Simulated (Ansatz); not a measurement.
System: C3H10NSi, net charge 0, doublet state. It need not be the lowest isomer of its formula. 
Geometry from a B3LYP-D3(BJ)/def2-TZVP (Ansatz, a first-principles code) optimisation:
SMILES: C[Si](C)(C)[NH]
```xyz
15

Si     0.0021    -0.0137     0.0588
C      1.7430     0.2780    -0.5891
C     -0.9789    -1.0559    -1.1629
C     -0.8584     1.6174     0.3623
N      0.0352    -0.8912     1.5870
H      1.7131     0.8622    -1.5125
H      2.2516    -0.6640    -0.8048
H      2.3469     0.8307     0.1335
H     -1.0843    -0.5170    -2.1082
H     -1.9796    -1.2704    -0.7842
H     -0.4817    -2.0055    -1.3697
H     -1.8643     1.4561     0.7551
H     -0.9428     2.1985    -0.5591
H     -0.3098     2.2190     1.0900
H      0.6405    -1.7160     1.5663
```
Charge 0, spin multiplicity 2.

Property: atomisation energy (electronic, to ground-state atoms), in kcal/mol. Correlated levels leave the core frozen unless marked. Open shells are spin-unrestricted. No spin-orbit coupling. Non-relativistic. The coupled-cluster limit lacks core correlation, which all-electron functionals hold. CBS marks a two-point X^-3 extrapolation of the correlation energy; Hartree-Fock from the larger set. [CCSD(T)-MP2]/basis is that difference in the basis named.

| level | program | atomisation energy (kcal/mol) | minus last row |
|---|---|---|---|
| HF/6-31G | Ansatz | 910.2 | -406.1 |
| B3LYP/def2-TZVPD | Ansatz | 1309.1 | -7.2 |
| PBE0/STO-3G | Ansatz | 1592.2 | 275.9 |
| PBE0/6-31G* | Ansatz | 1306.5 | -9.8 |
| PBE0-D3(BJ)/def2-TZVP | Ansatz + dftd3 | 1320.0 | 3.7 |
| PBE0-D3(BJ)/def2-TZVPD | Ansatz + dftd3 | 1320.7 | 4.4 |
| BHLYP-D3(BJ)/def2-TZVPD | Ansatz + dftd3 | 1295.7 | -20.6 |
| BHLYP-D4/def2-TZVPD | Ansatz + dftd4 | 1293.9 | -22.4 |
| CAM-B3LYP-D4/def2-TZVPD | Ansatz + dftd4 | 1324.6 | 8.3 |
| CAM-B3LYP/def2-TZVPD | Ansatz | 1318.4 | 2.1 |
| RPA@PBE/cc-pV(T+d)Z | Ansatz | 1237.0 | -79.3 |
| SCS-MP2/6-31G | Ansatz | 1101.8 | -214.5 |
| CCSD/cc-pV(D+d)Z | Ansatz | 1201.1 | -115.2 |
| CCSD(T)/6-31G | Ansatz | 1104.3 | -212.0 |
| RI-MP2/CBS(cc-pV(T+d)Z,cc-pV(Q+d)Z)+[CCSD(T)-MP2]/cc-pV(D+d)Z | Ansatz | 1316.3 | 0.0 |
